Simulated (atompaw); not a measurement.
An all-electron radial function and its pseudo partner (Gd)

Columns: radius, all-electron u(r) and pseudo u(r) of the 6s shell (level -14.87 eV) of gadolinium in the configuration [Kr] 4d10 4f7 5s2 5p6 5d1 6s0 6p0; PBEsol, scalar-relativistic, PAW (atompaw) scheme, atompaw 4.2.0.5.

```json
{"r (bohr)": "0.112", "all-electron": "-0.0209", "pseudo": "-0.1962"}
{"r (bohr)": "0.223", "all-electron": "-0.1039", "pseudo": "-0.3780"}
{"r (bohr)": "0.335", "all-electron": "0.1222", "pseudo": "-0.5374"}
{"r (bohr)": "0.446", "all-electron": "0.2040", "pseudo": "-0.6619"}
{"r (bohr)": "0.558", "all-electron": "0.1113", "pseudo": "-0.7474"}
{"r (bohr)": "0.669", "all-electron": "-0.0473", "pseudo": "-0.7889"}
{"r (bohr)": "0.781", "all-electron": "-0.1930", "pseudo": "-0.7874"}
{"r (bohr)": "0.892", "all-electron": "-0.2883", "pseudo": "-0.7460"}
{"r (bohr)": "1.004", "all-electron": "-0.3284", "pseudo": "-0.6698"}
{"r (bohr)": "1.115", "all-electron": "-0.3195", "pseudo": "-0.5679"}
{"r (bohr)": "1.227", "all-electron": "-0.2730", "pseudo": "-0.4470"}
{"r (bohr)": "1.338", "all-electron": "-0.2013", "pseudo": "-0.3179"}
{"r (bohr)": "1.450", "all-electron": "-0.1135", "pseudo": "-0.1860"}
{"r (bohr)": "1.562", "all-electron": "-0.0184", "pseudo": "-0.0590"}
{"r (bohr)": "1.673", "all-electron": "0.0770", "pseudo": "0.0576"}
{"r (bohr)": "1.785", "all-electron": "0.1700", "pseudo": "0.1633"}
{"r (bohr)": "1.896", "all-electron": "0.2559", "pseudo": "0.2552"}
{"r (bohr)": "2.008", "all-electron": "0.3344", "pseudo": "0.3355"}
{"r (bohr)": "2.119", "all-electron": "0.4031", "pseudo": "0.4039"}
{"r (bohr)": "2.231", "all-electron": "0.4627", "pseudo": "0.4629"}
{"r (bohr)": "2.342", "all-electron": "0.5122", "pseudo": "0.5122"}
{"r (bohr)": "2.454", "all-electron": "0.5529", "pseudo": "0.5529"}
{"r (bohr)": "2.565", "all-electron": "0.5846", "pseudo": "0.5846"}
{"r (bohr)": "2.677", "all-electron": "0.6085", "pseudo": "0.6085"}
{"r (bohr)": "2.788", "all-electron": "0.6249", "pseudo": "0.6249"}
{"r (bohr)": "2.900", "all-electron": "0.6348", "pseudo": "0.6348"}
```

**Question.** How many radial nodes do the two functions have?

**Answer.** The all-electron 6s function has n − l − 1 = 5 (the table is too coarse to show those close to the nucleus); the pseudo-wave has 1, since 1 lower shell of the same l stays in the valence.

**Question.** At about which radius was the pseudo-wave matched?

**Answer.** 2.35 bohr. The columns agree to 0.0005 from 2.23 bohr on; several derivatives are matched, so the curves merge somewhat inside the radius.

**Question.** Is the pseudo-wave norm-conserving?

**Answer.** No, it belongs to a PAW set: the norm inside the radius is not constrained, and the difference is carried by the augmentation charge.
